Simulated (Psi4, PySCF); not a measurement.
PySCF was given this input:
```python
from pyscf import gto, scf, dft

mol = gto.M(
    atom='''
Si   -0.03269801   -0.01543688    0.55306998
F     1.10572363   -0.70625359   -0.38634522
F    -1.05486006    0.73026650   -0.47398585
''',
    basis='cc-pvdz',
    spin=2,
    verbose=4,
)

mf = dft.UKS(mol)
mf.xc = 'bhandhlyp'
mf.grids.atom_grid = (99, 590)
mf.grids.prune = None
mf.kernel()
```

Problem. Write the same job for Psi4.

Solution. One answer among several that fit: 
```
memory 2 GB

molecule {
0 3
  Si   -0.03269801   -0.01543688    0.55306998
  F     1.10572363   -0.70625359   -0.38634522
  F    -1.05486006    0.73026650   -0.47398585
}

set basis cc-pvdz
set reference uks
set scf_type pk
set puream true
set d_convergence 1e-8
set dft_radial_points 99
set dft_spherical_points 590

energy('bhhlyp')
print_variables()
```

Both were run: PySCF gave -489.071945 Eh and Psi4 -489.071944 Eh, 0.001 mEh apart.
